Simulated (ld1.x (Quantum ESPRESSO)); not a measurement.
# Pt (Z = 78): variants of one RRKJ potential

Base potential:

ld1.x (Quantum ESPRESSO) 7.5 input, shortened:

```
&input
   title='Pt', zed=78., rel=1, dft='PBESOL', iswitch=3,
   config='[Xe] 4f14 5d8 6s0 6p0'
 /
 &inputp
   pseudotype=2, tm=.false., rho0=0.02, lloc=0,
   nlcc=.false.
 /
3
5P  2  1   6.00   0.00  1.70  1.70  0.0
5D  3  2   8.00   0.00  2.30  2.30  0.0
5S  1  0   2.00   0.00  1.05  1.05  0.0
 &test
   configts(1)='5s2 5p6 5d8 6s0 6p0'
 /
```

All-electron outer shells of the reference configuration (PBEsol, scalar-relativistic, ld1.x):

```tsv
shell	level (eV)	outermost node (bohr)	outermost maximum (bohr)
5s	-122.83	0.49	0.87
4f	-91.16	–	0.38
5p	-76.87	0.53	0.98
5d	-25.91	0.57	1.24
6s	-22.13	1.13	2.18
6p	-14.23	1.33	2.73
```

Cutoffs, loose and tight: the cutoffs (Ry, on a coarse ladder) from which the occupation-weighted sum of valence levels, in a spherical-Bessel basis at the reference potential, stays within 10 and 1 mRy of its value at 400 Ry. They do not see the model core or the augmentation charge, which bear on the density cutoff. Test errors are all-electron minus pseudo excitation energies from the reference, over the configurations 5s2 5p6 5d9 6s1 6p0; 5s2 5p6 5d9 6s0 6p0; 5s2 5p6 5d7 6s0 6p0; 5s2 5p6 5d9 6s0.5 6p0; 5s2 5p6 5d9 6s0 6p1; 5s2 5p6 5d10 6s0 6p0; 5s2 5p6 5d8 6s2 6p0. A dash means not determined; rows that change the core or the reference have their own tests.

```tsv
change	outcome	cutoff, loose	cutoff, tight	bound ghosts	largest test error (meV)
base	generated	140 Ry	230 Ry	none	+321
core [Xe] 4f14, valence charge 10; reference 5d7 6s0 6p0; waves now 6s (bound): rc 2.10 bohr; 6p (bound): rc 2.30 bohr; 5d (bound): rc 1.50 bohr; local potential the d channel	failed: compute_phi: phi has nodes before r_c	–	–	–	–
wave 5p (bound): rc 1.70 bohr becomes 5p (bound): rc 1.02 bohr	failed: compute_phi: phi has nodes before r_c	–	–	–	–
wave 5d (bound): rc 2.30 bohr becomes 5d (bound): rc 2.80 bohr	generated	140 Ry	230 Ry	none	+285
functional BP86	generated	140 Ry	230 Ry	none	+322
core correction a·sin(br)/r model core inside 1.10 bohr	generated	140 Ry	230 Ry	none	+318
all radii scaled by about 1.19 (s 1.24, p 2.02, d 2.74 bohr)	generated	100 Ry	180 Ry	none	+1132
type TM; rho0 0	generated	140 Ry	230 Ry	none	+320
reference 5s2 5p6 5d9 6s1 6p0	generated	140 Ry	230 Ry	none	-341
```
